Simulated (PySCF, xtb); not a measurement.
ZrF3Cl, SMILES [F][Zr]([F])([F])[Cl], multiplicity 1.

Harmonic wavenumbers (cm⁻¹) from xtb with GFN2-xTB at its own minimum, in rising order: 130, 130, 138, 138, 141, 409, 527, 573, 574.

Task: What does r2SCAN-D4/def2-SVP run with PySCF give at its own minimum? (The exact figures need the calculation; the answer reports its results.)

Result: 125, 125, 159, 159, 161, 415, 691, 710, 711. Paired by order, the mean absolute difference is 57 cm⁻¹ and the zero-point energies are 3.9 and 4.7 kcal/mol.
